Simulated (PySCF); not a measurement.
## Static response to an electric field

Compound: C₃H₆O₂S₂Si.
Structure used (GFN2-xTB), in Å, numbered top down from 1:
```xyz
14
C3H6O2S2Si angstrom
O     -0.6253    0.5124    2.1432
C     -0.9241   -0.0563    1.1396
C     -1.9598    0.2997    0.0957
S     -1.0503   -0.6830   -1.1935
O     -0.0303    0.1955   -1.7716
C     -0.2705   -1.2292    0.4425
S      1.5053   -1.3315    0.4135
Si     2.0947    0.5697   -0.4999
H     -2.9294   -0.1525    0.2877
H     -2.0704    1.3616   -0.1099
H     -0.6704   -2.1940    0.7484
H      2.3752    0.3890   -1.9097
H      1.1884    1.5958   -0.0180
H      3.3663    0.7222    0.2099
```

Level: CAM-B3LYP/def2-SVPD (PySCF), static field, nuclei fixed, core orbitals frozen in the response. The polarisability tensor in these axes (au):

```
x   117.19  -0.03  -0.09
y    -0.03  93.64  -0.96
z    -0.09  -0.96 100.40
```

Q: Diagonalise the tensor; give its mean and Δα, where Δα² is half the sum of the squared differences of the eigenvalues.

A: Principal values 93.51, 100.53 and 117.19 au; mean 103.74 au = 15.37 Å³ = 17.11 × 10⁻⁴⁰ C²·m²/J; Δα = 21.07 au (20 % of the mean).

Q: What is the dipole moment, and where does it point?

A: (-3.86, -1.11, -0.68) D, 4.07 D in size, pointing from the negative to the positive side. Measured along this direction, the outermost atoms are H14 at the negative end and H9 at the positive end.

Q: Find the Langevin capture rate constant for H3O+ (19.018 u) meeting this molecule (165.958 u), k = 2.342 × 10⁻⁹ cm³/s × √(α in Å³ / reduced mass in u).

A: The reduced mass is 17.06 u, so k = 2.22 × 10⁻⁹ cm³/s. The formula leaves out the permanent dipole, which adds to the capture rate.

Q: Estimate the molar refractivity from the static electronic polarisability.

A: Lorentz–Lorenz: R = (4π/3)N_A α = 2.5225 cm³/(mol·Å³) × 15.37 Å³ = 38.8 cm³/mol, in the limit of long wavelengths.

Q: Form Σ f/ω² (atomic units) for the 8 lowest TDDFT singlets, given as eV and f, and set it beside the mean polarisability, which is this sum over all singlets: 4.15, 0.0018; 4.70, 0.0097; 5.44, 0.0030; 5.49, 0.0431; 5.97, 0.0049; 6.02, 0.0057; 6.07, 0.0133; 6.18, 0.0044.

A: They add up to 2.11 au, 2.0 % of the 103.74 au; the largest single term is 1.06 au, from the state at 5.49 eV. Terms in order: 0.08, 0.33, 0.08, 1.06, 0.10, 0.12, 0.27, 0.09 au. Higher excitations give the rest. The strengths listed sum to 0.086.

Q: Give the eigenvalues of the traceless quadrupole moment Θ = ½Σq(3rr − r²1), origin at the centre of nuclear charge.

A: -16.21, 2.59, 13.62 D·Å. The values depend on the origin, since the dipole doesn't vanish. The electronic extent ⟨r²⟩ about the same centre is 1360 bohr², a root-mean-square distance of 2.10 Å for the 86 electrons.

Q: Directions of the eigenvectors, and the extent of the frame along each?

A: Largest value along (1.00, 0.00, -0.01), where the nuclei span 6.30 Å; middle along (0.01, -0.14, 0.99), 3.98 Å; least along (0.00, 0.99, 0.14), 3.65 Å. The response follows the extents in order.

Isolated species at its GFN2-xTB geometry (one conformer only).

The run behind these numbers computed excited states as well. On Arm Neoverse N1, one thread (shared host), this took 2.1 min (with the writing of density and orbital grids) and 1.0 GiB of memory at its peak.
